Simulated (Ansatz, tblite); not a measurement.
Removing an electron: InH2(CN) (CH2InN). The state is a singlet with charge 0. Geometry: PBE-D4/def2-TZVP. Ansatz, gas phase; energy differences of separate SCF runs; the oxidised species was run as a doublet alone.

```xyz
5

In    0.722   -0.365   -0.087
H     1.333   -1.053    1.360
H     1.353   -0.301   -1.680
C    -1.188    0.595    0.139
N    -2.220    1.124    0.266
```

In the def2 sets In takes a core potential; there is no spin–orbit coupling. The xTB rows come from tblite. Correlated methods freeze 6 core orbitals; core or outer-core shells of In are correlated, in sets that lack core-valence functions.

Task: Estimate orbital energies and vertical ionisation energies at: GFN1-xTB; GFN2-xTB; HF/def2-TZVPP; PBE-D4/def2-TZVP; r2SCAN-D4/def2-TZVP; PBE0-D4/def2-TZVP; MP2/def2-TZVPP; CCSD/def2-TZVPP; CCSD(T)/def2-TZVPP.

Result: 
```json
{"level": "GFN1-xTB", "−HOMO (eV)": "11.59", "vertical IE (eV)": "14.73", "−LUMO (eV)": "6.14", "HOMO–LUMO gap (eV)": "5.45", "remarks": "–"}
{"level": "GFN2-xTB", "−HOMO (eV)": "11.29", "vertical IE (eV)": "14.68", "−LUMO (eV)": "7.45", "HOMO–LUMO gap (eV)": "3.85", "remarks": "–"}
{"level": "HF/def2-TZVPP", "−HOMO (eV)": "–", "vertical IE (eV)": "10.33", "−LUMO (eV)": "–", "HOMO–LUMO gap (eV)": "–", "remarks": "–"}
{"level": "PBE-D4/def2-TZVP", "−HOMO (eV)": "7.75", "vertical IE (eV)": "10.77", "−LUMO (eV)": "3.38", "HOMO–LUMO gap (eV)": "4.37", "remarks": "–"}
{"level": "r2SCAN-D4/def2-TZVP", "−HOMO (eV)": "8.03", "vertical IE (eV)": "10.90", "−LUMO (eV)": "3.12", "HOMO–LUMO gap (eV)": "4.92", "remarks": "–"}
{"level": "PBE0-D4/def2-TZVP", "−HOMO (eV)": "8.99", "vertical IE (eV)": "11.11", "−LUMO (eV)": "2.63", "HOMO–LUMO gap (eV)": "6.35", "remarks": "–"}
{"level": "MP2/def2-TZVPP", "−HOMO (eV)": "–", "vertical IE (eV)": "12.40", "−LUMO (eV)": "–", "HOMO–LUMO gap (eV)": "–", "remarks": "–"}
{"level": "CCSD/def2-TZVPP", "−HOMO (eV)": "–", "vertical IE (eV)": "11.63", "−LUMO (eV)": "–", "HOMO–LUMO gap (eV)": "–", "remarks": "large T1 (+1 doublet)"}
{"level": "CCSD(T)/def2-TZVPP", "−HOMO (eV)": "–", "vertical IE (eV)": "11.64", "−LUMO (eV)": "–", "HOMO–LUMO gap (eV)": "–", "remarks": "large T1 (+1 doublet)"}
```

Relaxing the oxidised species (PBE-D4/def2-TZVP) changes its energy by -0.46 eV at PBE-D4/def2-TZVP, so the adiabatic ionisation energy to this nearest minimum is 10.31 eV. On the way the bond In1–H3 breaks. At PBE0-D4/def2-TZVP it is 10.45 eV.   Raw xTB energy differences between charge states are shifted by several eV; the methods need an empirical correction for them.
